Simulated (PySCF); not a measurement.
Bi(H)2(TeH) (BiH3Te), SMILES [TeH][BiH2].

Coordinates come from a B3LYP-D3(BJ)/def2-TZVP optimisation. The def2 effective core potentials stand for the cores of Bi, Te; spin–orbit coupling is left out.

All values below come from TDDFT-ωB97X/def2-SVPD (PySCF 2.14.0).

Vertical excitations. The molecule is in vacuum. State labels are in the subgroup Cs.

Computed excitation energies, oscillator strengths and character:
```tsv
state	symmetry	energy (eV)	λ (nm)	f	main pairs
S1	A"	3.35	370	0.004	HOMO→LUMO 94 %
S2	A"	4.58	271	0.012	HOMO→LUMO+1 52 %, HOMO→LUMO+3 40 %
S3	A'	5.04	246	0.275	HOMO−1→LUMO 74 %, HOMO−2→LUMO 16 %
S4	A'	5.60	221	0.016	HOMO→LUMO+2 79 %, HOMO−2→LUMO 18 %
S5	A"	5.63	220	0.018	HOMO→LUMO+3 45 %, HOMO→LUMO+1 43 %
S6	A'	5.96	208	0.018	HOMO−1→LUMO+1 92 %
S7	A"	6.09	204	0.016	HOMO−1→LUMO+2 93 %
S8	A'	6.29	197	0.578	HOMO−2→LUMO 42 %, HOMO−1→LUMO+3 25 %, HOMO−1→LUMO 13 %, HOMO→LUMO+2 7 %
S9	A'	6.40	194	0.185	HOMO−1→LUMO+3 55 %, HOMO−2→LUMO 13 %
S10	A"	6.57	189	0.003	HOMO−3→LUMO 70 %, HOMO→LUMO+4 13 %
T1	A"	2.99	414	0	HOMO→LUMO 94 %
T2	A'	3.74	332	0	HOMO−1→LUMO 94 %
T3	A"	4.16	298	0	HOMO→LUMO+3 52 %, HOMO→LUMO+1 34 %
T4	A'	5.29	234	0	HOMO−2→LUMO 90 %
```
Triplets are in the Tamm–Dancoff approximation, which puts them higher than full response would, so one can lie above its singlet here.
